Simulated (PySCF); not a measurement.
C6H6BCl: core ionisation energies

1-chloroborepin, C6H6BCl.
Z-matrix (Å and degrees, PBE0-D3(BJ)/def2-SVP geometry), rows numbered from 1:
```
Cl
B   1  1.7875
C   2  1.5258  1  117.41
C   3  1.3704  2  127.85  1   179.84
C   4  1.4251  3  129.39  2    -0.02
C   5  1.3718  4  130.12  3     0.05
C   6  1.4251  5  130.13  4     0.05
C   7  1.3703  6  129.40  5    -0.05
H   3  1.0966  2  117.19  1    -0.14
H   4  1.0969  3  116.95  2  -179.98
H   5  1.0948  4  114.64  3  -179.93
H   6  1.0948  5  115.24  4  -179.97
H   7  1.0968  6  113.66  5   179.94
H   8  1.0966  2  117.17  1     0.14
```

Level of theory: PySCF 2.14.0, delta-SCF UKS SCAN, pcX-2 on the ionised atom, pcseg-1 elsewhere, spin-free X2C. Vertical ΔSCF values, vacuum level as zero.

Problem. List the computed XPS lines with their assignment.

Solution. 
```tsv
atom(s)	environment	level	binding energy (eV)	2p1/2 (eV)	above the level's lowest (eV)	count
Cl1	chlorine bonded to B	Cl 1s	2827.84	–	0.00	1
C4/C7	unsaturated ring CH carbon	C 1s	290.91	–	+1.03	2
C5/C6	unsaturated ring CH carbon	C 1s	290.77	–	+0.89	2
C3/C8	unsaturated ring CH carbon	C 1s	289.88	–	0.00	2
Cl1	chlorine bonded to B	Cl 2p3/2	205.25	206.90	0.00	1
B2	ring boron	B 1s	195.63	–	0.00	1
```

The listed C 1s values span 1.03 eV, from C3/C8 (bonded to C (double bond), H and B) to C4/C7 (bonded to C (double bond), C and H). Summing the Pauling electronegativity differences to the bonded atoms, each weighted by its formal bond order, gives -0.86 for the lowest site and -0.35 for the highest; no listed site has a larger sum than the highest.

Problem. Which effective nuclear charge Zeff reproduces each element's mean 1s value in the hydrogen-like formula E = 13.606 eV × Zeff²?

Solution. B (Z = 5): mean 195.6 eV, Zeff = 3.79, Z − Zeff = 1.21; C (Z = 6): mean 290.5 eV, Zeff = 4.62, Z − Zeff = 1.38; Cl (Z = 17): mean 2827.8 eV, Zeff = 14.42, Z − Zeff = 2.58. Means run over the listed sites, weighted by atom count.

Atoms equivalent by their bonding share one computed value, that of the first of them. Spin contamination (⟨S²⟩ against 0.75 for a pure doublet) is marked for B 1s of B2 (0.90), C 1s of C4/C7 (0.90) and C 1s of C5/C6 (0.88), which makes these values less certain. The 2p values aren't plain energy differences: one relaxed spin-free 2p hole is combined with a matrix within the shell (ground-state 2p orbital-energy differences and spin–orbit coupling). 2p3/2, the mean of its two sublevels, lies a third of the splitting below the shell's mean and 2p1/2 two thirds above it; the statistical areas are 2:1. 2p1/2 minus 2p3/2 (ligand field included): Cl 1.65 eV. Geometry: PBE0-D3(BJ)/def2-SVP; no solvent, vibrations or thermal averaging.

On one thread of an Arm Neoverse V1, shared host, this took 86 s.
